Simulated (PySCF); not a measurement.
**Telling isomers of C$_{8}$H$_{7}$FO apart by NMR**

- PBE0/pcSseg-1 with gauge-including orbitals
- GFN2-xTB geometry
- run in PySCF 2.14.0 with density-fitted response routines
- no relativistic terms, averaged over atoms made equivalent by symmetry, fast rotation or ring inversion, isolated molecule, one computed conformer

Referencing at the same level of theory: 1H, 13C against TMS. Splittings of carbon signals by F and P are missing where no couplings were computed. Where no couplings were computed, multiplicities follow the n + 1 count of equivalent neighbours, and m marks all less simple cases (inequivalent or close neighbours, rings, F or P nearby). Shifts are as computed. Against solution values, carbons near 30 ppm lie about +3 ppm off and those near 130 ppm about +5 ppm. Of 1211 compounds with measured shifts, 218 miss one by over three times the rms of a fit or turn the order of signals round; such compounds aren't used in these exercises. OH and NH positions are gas-phase values without hydrogen bonding to other molecules.

(1) Tabulate the signals of `Cc1ccccc1C(=O)F`, `CC(=O)c1ccccc1F`, `Cc1ccc(C(=O)F)cc1`, `C[C@H]1c2cc(O)cc(F)c21` and their relative energies.

(2) What is the quickest way to tell Cc1ccc(C(=O)F)cc1 from C[C@H]1c2cc(O)cc(F)c21?

(3) What is the quickest way to tell CC(=O)c1ccccc1F from C[C@H]1c2cc(O)cc(F)c21?

(4) What is the quickest way to tell CC(=O)c1ccccc1F from Cc1ccc(C(=O)F)cc1?

Results:

(1) 
```json
{"SMILES": "Cc1ccccc1C(=O)F", "carbon types": "3×C 4×CH 1×CH3", "δC": "168.0, 150.3, 144.0, 141.8, 137.1, 131.9, 127.4, 26.6", "δH": "8.79 (m, 1H), 7.82 (m, 1H), 7.67 (m, 1H), 7.57 (d, 1H), 2.85 (s, 3H)", "E rel. (kcal/mol)": "3.0"}
{"SMILES": "CC(=O)c1ccccc1F", "carbon types": "3×C 4×CH 1×CH3", "δC": "197.6, 173.5, 141.1, 139.1, 129.7, 127.7, 122.7, 35.0", "δH": "8.68 (m, 1H), 7.80 (m, 1H), 7.56 (m, 1H), 7.45 (m, 1H), 2.74 (s, 3H)", "E rel. (kcal/mol)": "16.4"}
{"SMILES": "Cc1ccc(C(=O)F)cc1", "carbon types": "3×C 4×CH 1×CH3", "δC": "165.9, 153.2, 139.8, 134.7, 126.8, 24.7", "δH": "8.43 (m, 2H), 7.64 (d, 2H), 2.61 (s, 3H)", "E rel. (kcal/mol)": "0.0"}
{"SMILES": "C[C@H]1c2cc(O)cc(F)c21", "carbon types": "4×C 3×CH 1×CH3", "δC": "167.9, 159.8, 149.5, 110.6, 104.9, 103.7, 38.0, 25.3", "δH": "6.94 (s, 1H), 6.04 (m, 1H), 4.61 (br s, 1H), 4.09 (m, 1H), 1.60 (d, 3H)", "E rel. (kcal/mol)": "75.2"}
```

Energies are electronic energies at PBE0/pcSseg-1 on these geometries, without zero-point or thermal terms, each for the one conformer computed, which needn't be the lowest.

(2) Count the carbon signals: 6 against 8. The first has an aromatic CH at 139.8 ppm, the second a three-membered-ring carbon (CH) at 38.0 ppm. Their most deshielded carbons lie at 165.9 and 167.9 ppm. In the proton spectra the most deshielded non-exchanging signals are 8.43 (m, 2H) and 6.94 (s, 1H).

(3) Both give the same number of carbon signals, but DEPT or the intensities differ. The first has an aromatic CH at 141.1 ppm, the second a three-membered-ring carbon (CH) at 38.0 ppm. Their most deshielded carbons lie at 197.6 and 167.9 ppm. In the proton spectra the most deshielded non-exchanging signals are 8.68 (m, 1H) and 6.94 (s, 1H).

(4) Count the carbon signals: 8 against 6. The first has a ketone carbonyl carbon (C) at 197.6 ppm, the second a substituted aromatic carbon (C) at 153.2 ppm. Their most deshielded carbons lie at 197.6 and 165.9 ppm.
